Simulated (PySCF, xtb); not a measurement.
MgF, SMILES [F][Mg+], charge +1.

Harmonic wavenumbers (cm⁻¹) from xtb with GFN2-xTB at its own minimum, in rising order: 548.

Problem. What does PBE-D3(BJ)/def2-TZVPD run with PySCF give at its own minimum? (The exact figures need the calculation; the answer reports its results.)

Solution. 780. Paired by order, the mean absolute difference is 232 cm⁻¹ and the zero-point energies are 0.8 and 1.1 kcal/mol.
